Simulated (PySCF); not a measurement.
`Fc1cpcpc1F`: 4 charge schemes on one density

Compound: C₄H₂F₂P₂.
Z-matrix (Å and degrees, GFN2-xTB geometry), rows numbered from 1:
```
F 
C   1  1.3496
C   2  1.3778  1  116.48
P   3  1.7326  2  127.38  1   179.99
C   4  1.7289  3  102.63  2    -0.04
P   5  1.7266  4  133.14  3     0.06
C   2  1.3862  1  116.57  3  -179.99
F   7  1.3522  2  116.67  1    -0.03
H   3  1.0827  2  115.82  1     0.02
H   5  1.0860  4  113.74  3  -179.95
```

Density: PBE0/pcSseg-1 (PySCF); schemes: Mulliken, IAO, Hirshfeld and ESP-fitted. Geometry: GFN2-xTB; no solvent, vibrations or thermal averaging.

Problem. Give the atomic charges in each scheme.

Solution. In e:

```csv
atom,environment,Mulliken,IAO,Hirshfeld,ESP-fitted
F1,aryl fluorine,-0.262,-0.255,-0.074,-0.122
C2,aromatic C–F carbon,+0.325,+0.285,+0.080,-0.074
C3,aromatic CH carbon,-0.429,-0.416,-0.118,+0.005
P4,phosphorus bonded to 2 C,+0.523,+0.434,+0.123,-0.155
C5,aromatic CH carbon,-0.725,-0.643,-0.172,-0.068
P6,phosphorus bonded to 2 C,+0.501,+0.431,+0.121,-0.151
C7,aromatic C–F carbon,-0.029,+0.033,+0.015,+0.409
F8,aryl fluorine,-0.261,-0.247,-0.079,-0.178
H9,aromatic hydrogen,+0.165,+0.192,+0.058,+0.157
H10,aromatic hydrogen,+0.191,+0.186,+0.046,+0.176
```

Mean size of the charges over all atoms: Mulliken 0.341 e, IAO 0.312 e, ESP-fitted 0.149 e, Hirshfeld 0.089 e. Each set sums to the total charge, 0, to within 0.001 e. The Mulliken scheme counts on each atom the diagonal of the density matrix times the overlap matrix over that atom's basis functions.

Lowest charge. The schemes don't all agree: Mulliken C5 (-0.725); IAO C5 (-0.643); Hirshfeld C5 (-0.172); ESP-fitted F8 (-0.178).

Highest charge. The schemes don't all agree: Mulliken P4 (+0.523); IAO P4 (+0.434); Hirshfeld P4 (+0.123); ESP-fitted C7 (+0.409).

Problem. How closely do the schemes follow one another over all atoms?

Solution. Correlation coefficient and root-mean-square difference: IAO with Hirshfeld 1.00, 0.254 e; Mulliken with IAO 1.00, 0.051 e; Mulliken with Hirshfeld 0.99, 0.295 e; Hirshfeld with ESP-fitted 0.08, 0.199 e; IAO with ESP-fitted 0.06, 0.386 e; Mulliken with ESP-fitted -0.01, 0.434 e.

Problem. Sum the charges by element.

Solution. 
```csv
element,atoms,Mulliken,IAO,Hirshfeld,ESP-fitted
F,2,-0.523,-0.502,-0.153,-0.300
C,4,-0.857,-0.741,-0.195,+0.273
P,2,+1.024,+0.865,+0.244,-0.306
H,2,+0.356,+0.378,+0.103,+0.333
```
